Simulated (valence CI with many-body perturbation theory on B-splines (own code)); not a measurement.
E1 transitions of Ti X

Method: relativistic CI+MBPT: three valence electrons over a frozen Dirac-Fock core [Ne], a basis of 11 s, 11 p, 9 d, 7 f, 5 g, 2 h, 1 i functions for each j, with the one-electron correlation potential Σ1 (screened to all orders), the two-electron term Σ2, the three-electron term Σ3, Breit, model QED; selected single and double excitations, second order for the rest, scaled by the run's own slope (own B-spline code, finite nucleus).

No measured levels were compared; by estimate levels of excited configurations hold to 0.05 to 0.15 % of their energy, terms of the ground configuration to about 0.5 %.

Lines 1 to 50 of 263 in falling wavelength, among levels below 815520 cm⁻¹, chosen from the strongest by gf and those to the six lowest levels. Wavelengths and rates use the calculated energies, so an error of 200 cm⁻¹ moves a line at 77.59 nm by 0.16 % and its rate by three times that or more. Electric multipoles are in the length gauge, E1 and E2 with the static RPA response of the core. Weak lines are less certain than strong ones. Lines between different terms over intervals too small for the method are left out, as are lines whose strength nearly cancels. Where a level lies close to another of its J and parity, the split of strength between their lines is uncertain. The highest levels of a list are the least certain.

Names give the largest LS component (configuration and term), which can be under half, so a name can repeat, a term be missing and a line seem to break the LS rules; names also repeat where a configuration has a term twice. Letters in brackets count levels of one name in rising energy.

| λ vac (nm) | Upper | Lower | A (s⁻¹) | S (a.u.) |
| --- | --- | --- | --- | --- |
| 77.59 | 3p3 2D°_5/2 | 3s 3p2 2P_3/2 | 3.55e+08 | 4.91e-01 |
| 75.71 | 3p3 2D°_3/2 | 3s 3p2 2P_1/2 | 3.23e+08 | 2.77e-01 |
| 74.44 | 3p2 3d 2D_5/2 [a] | 3s 3p 3d 2D°_5/2 [b] | 2.70e+08 | 3.30e-01 |
| 73.23 | 3p2 3d 2G_7/2 | 3s 3p 3d 2F°_5/2 [b] | 4.73e+08 | 7.33e-01 |
| 71.88 | 3p2 3d 2G_9/2 | 3s 3p 3d 2F°_7/2 [b] | 5.11e+08 | 9.36e-01 |
| 67.58 | 3p2 3d 2F_7/2 [a] | 3s 3p 3d 2F°_7/2 [a] | 5.02e+08 | 6.12e-01 |
| 66.21 | 3p2 3d 2F_5/2 [a] | 3s 3p 3d 2F°_5/2 [a] | 6.26e+08 | 5.38e-01 |
| 65.44 | 3s 3p2 4P_1/2 | 3s2 3p 2P°_3/2 | 2.14e+06 | 5.91e-04 |
| 64.24 | 3s 3p2 4P_3/2 | 3s2 3p 2P°_3/2 | 1.19e+06 | 6.23e-04 |
| 62.61 | 3s 3p2 4P_5/2 | 3s2 3p 2P°_3/2 | 4.08e+06 | 2.97e-03 |
| 62.36 | 3s 3p2 4P_1/2 | 3s2 3p 2P°_1/2 | 4.15e+06 | 9.94e-04 |
| 61.27 | 3s 3p2 4P_3/2 | 3s2 3p 2P°_1/2 | 9.72e+04 | 4.41e-05 |
| 58.54 | 3p2 3d 2P_3/2 [b] | 3s 3p 3d 2P°_3/2 [b] | 6.91e+08 | 2.74e-01 |
| 57.08 | 3p2 3d 2F_5/2 [a] | 3s 3p 3d 2D°_3/2 [a] | 9.47e+08 | 5.22e-01 |
| 56.78 | 3p2 3d 2D_3/2 [b] | 3s 3p 3d 2P°_1/2 [b] | 8.58e+08 | 3.10e-01 |
| 56.37 | 3p3 2P°_3/2 | 3s 3p2 2P_3/2 | 1.48e+09 | 5.22e-01 |
| 56.16 | 3p2 3d 2F_7/2 [a] | 3s 3p 3d 2D°_5/2 [a] | 9.78e+08 | 6.84e-01 |
| 55.64 | 3p2 3d 2D_5/2 [b] | 3s 3p 3d 2P°_3/2 [b] | 1.22e+09 | 6.24e-01 |
| 55.25 | 3p3 2P°_1/2 | 3s 3p2 2P_1/2 | 1.61e+09 | 2.67e-01 |
| 54.27 | 3p2 3d 2F_5/2 [b] | 3s 3p 3d 2D°_3/2 [b] | 1.33e+09 | 6.28e-01 |
| 54.04 | 3p2 3d 2G_9/2 | 3s 3p 3d 2F°_7/2 [a] | 2.42e+09 | 1.88e+00 |
| 54.02 | 3p2 3d 2F_7/2 [b] | 3s 3p 3d 2D°_5/2 [b] | 1.54e+09 | 9.61e-01 |
| 52.66 | 3p2 3d 2G_7/2 | 3s 3p 3d 2F°_5/2 [a] | 2.51e+09 | 1.45e+00 |
| 51.46 | 3p2 3d 2P_3/2 [a] | 3s 3p 3d 2D°_5/2 [a] | 1.43e+09 | 3.86e-01 |
| 50.98 | 3p2 3d 4F_5/2 | 3s 3p 3d 4D°_3/2 | 7.45e+08 | 2.92e-01 |
| 50.56 | 3p2 3d 4F_3/2 | 3s 3p 3d 4D°_1/2 | 1.22e+09 | 3.10e-01 |
| 50.53 | 3s 3p 3d 2F°_5/2 [a] | 3s2 3d 2D_3/2 | 9.25e+08 | 3.54e-01 |
| 50.51 | 3p2 3d 2D_5/2 [b] | 3s 3p 3d 2F°_7/2 [b] | 4.69e+08 | 1.79e-01 |
| 50.48 | 3p2 3d 4F_7/2 | 3s 3p 3d 4D°_5/2 | 1.23e+09 | 6.25e-01 |
| 50.45 | 3p3 2P°_3/2 | 3s 3p2 2S_1/2 | 9.42e+08 | 2.39e-01 |
| 49.82 | 3p2 3d 4F_5/2 | 3s 3p 3d 4P°_3/2 | 9.81e+08 | 3.59e-01 |
| 49.78 | 3p2 3d 4F_9/2 | 3s 3p 3d 4D°_7/2 | 2.18e+09 | 1.33e+00 |
| 49.67 | 3p3 2D°_3/2 | 3s 3p2 2D_3/2 | 1.44e+09 | 3.48e-01 |
| 49.57 | 3p3 2D°_5/2 | 3s 3p2 2D_5/2 | 1.74e+09 | 6.28e-01 |
| 49.44 | 3p3 2D°_5/2 | 3s 3p2 2D_3/2 | 1.51e+08 | 5.42e-02 |
| 49.18 | 3s 3p 3d 2F°_7/2 [a] | 3s2 3d 2D_5/2 | 1.22e+09 | 5.72e-01 |
| 48.99 | 3p2 3d 2F_5/2 [b] | 3s 3p 3d 2F°_5/2 [b] | 1.69e+09 | 5.89e-01 |
| 48.90 | 3p2 3d 4F_7/2 | 3s 3p 3d 4P°_5/2 | 7.70e+08 | 3.55e-01 |
| 48.89 | 3s 3p2 2D_3/2 | 3s2 3p 2P°_3/2 | 9.86e+07 | 2.27e-02 |
| 48.76 | 3s 3p2 2D_5/2 | 3s2 3p 2P°_3/2 | 1.14e+09 | 3.92e-01 |
| 48.23 | 3p2 3d 2F_7/2 [b] | 3s 3p 3d 2F°_7/2 [b] | 2.01e+09 | 8.91e-01 |
| 47.75 | 3p2 3d 4D_1/2 | 3s 3p 3d 4P°_1/2 | 1.76e+09 | 1.89e-01 |
| 47.21 | 3p3 4S°_3/2 | 3s 3p2 2D_3/2 | 7.47e+06 | 1.55e-03 |
| 47.16 | 3p2 3d 4D_5/2 | 3s 3p 3d 4D°_5/2 | 1.30e+09 | 4.03e-01 |
| 47.15 | 3p2 3d 4D_3/2 | 3s 3p 3d 4D°_3/2 | 1.58e+09 | 3.27e-01 |
| 47.15 | 3s 3p2 2D_3/2 | 3s2 3p 2P°_1/2 | 1.19e+09 | 2.47e-01 |
| 47.07 | 3p2 3d 4D_5/2 | 3s 3p 3d 4D°_3/2 | 6.51e+08 | 2.01e-01 |
| 46.70 | 3p2 3d 4D_7/2 | 3s 3p 3d 4D°_5/2 | 5.06e+08 | 2.04e-01 |
| 46.69 | 3p2 3d 4D_7/2 | 3s 3p 3d 4D°_7/2 | 8.62e+08 | 3.46e-01 |
| 46.08 | 3p2 3d 4D_5/2 | 3s 3p 3d 4P°_3/2 | 1.79e+09 | 5.20e-01 |
